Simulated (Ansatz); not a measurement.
Program: Ansatz. Geometries: PBE0-D4/def2-TZVP. ΔE: electronic, gas phase. CBS: MP2 limit from def2 TZ/QZ plus the TZ coupled-cluster correction, frozen cores. DFT in def2-TZVPP. Elements past krypton have def2 core potentials. For I, In outer-core shells are correlated without core-valence functions, which leaves a few kJ/mol of doubt a bond.

Consider the redistribution: `[In][I]` + `C[Si](F)(F)Cl` → `[Cl][In]` + `C[Si](F)(F)I`.

| level | ΔE (eV) |
| --- | --- |
| LDA (SPW92) | 0.47 |
| revPBE-D4 | 0.42 |
| r2SCAN-D4 | 0.48 |
| r2SCAN0-D4 | 0.51 |
| BHLYP | 0.54 |
| RPA@PBE/def2-TZVPP | 0.46 |
| CCSD/def2-SVP | 0.63 |
| SCS-MP2/def2-QZVPP | 0.49 |

Question: What does CCSD(T)/CBS give? (An estimate is asked.)

Answer: Ansatz gave: +0.48 eV. The listed levels differ from it by -0.01, -0.06, 0.00, 0.03, 0.06, -0.02, 0.15, 0.01 eV.

Largest T1 diagnostic among the species: 0.015.

At CCSD(T), def2-SVP lies +0.13 eV from the extrapolated value and def2-TZVPP +0.01 eV. In def2-TZVPP, CCSD(T) changes the Hartree–Fock value by −0.10 eV (the triples alone add −0.01 eV) and MP2 by −0.09 eV. From BLYP to BHLYP (50 % exact exchange), in def2-TZVPP and without D4, ΔE moves by +0.08 eV.
